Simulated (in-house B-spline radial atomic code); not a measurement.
W6+: [Xe] 4f14

Computed with a B-spline radial code for spherical atoms: Dirac-Kohn-Sham BLYP, spherical fractional occupations, Fermi nucleus of rms radius 5.3658 fm.

Effective charges: Z_r = [3n² - l(l+1)]/(2<r>) from the radius, Z_e = n√(-2ε) from the energy, and Slater's rules. Values are occupation-weighted means over j. An effective charge above Z reflects the relativistic contraction of the inner shells.

| shell | electrons | ε (eV) | <r> (bohr) | Z_r | Z_e | Slater |
| --- | --- | --- | --- | --- | --- | --- |
| 1s | 2 | -69456 | 0.01835 | 81.75 | 71.45 | 73.70 |
| 2s | 2 | -12044 | 0.07695 | 77.97 | 59.51 | 69.85 |
| 2p | 6 | -10622 | 0.06895 | 72.51 | 55.88 | 69.85 |
| 3s | 2 | -2831.9 | 0.2006 | 67.31 | 43.28 | 62.75 |
| 3p | 6 | -2404.6 | 0.2004 | 62.38 | 39.88 | 62.75 |
| 3d | 10 | -1876.6 | 0.1824 | 57.58 | 35.23 | 52.85 |
| 4s | 2 | -644.17 | 0.4495 | 53.40 | 27.52 | 46.25 |
| 4p | 6 | -502.5 | 0.4768 | 48.24 | 24.31 | 46.25 |
| 4d | 10 | -313.74 | 0.5115 | 41.06 | 19.21 | 34.85 |
| 5s | 2 | -153.09 | 1.047 | 35.82 | 16.77 | 16.35 |
| 5p | 6 | -116.35 | 1.191 | 30.66 | 14.62 | 16.35 |
| 4f | 14 | -108.73 | 0.6006 | 29.97 | 11.31 | 23.45 |

The least bound orbital is 4f7/2 at -107.8 eV, while the most diffuse is 5p3/2 (<r> = 1.219 bohr against 0.6043 bohr): energy order and size order differ.

Spin-orbit splittings of the orbital energies (j = l + 1/2 above j = l - 1/2 when positive): 2p 1353 eV, 3p 292.6 eV, 3d 63.65 eV, 4p 67.84 eV, 4d 12.5 eV, 5p 10.81 eV, 4f 2.261 eV.

For the 1s electron the small component carries 7.79 % of the norm, the zero-frequency Breit interaction raises the level by 243.5 eV, self-energy by 152.2 eV, and vacuum polarisation lowers it by 28.79 eV.
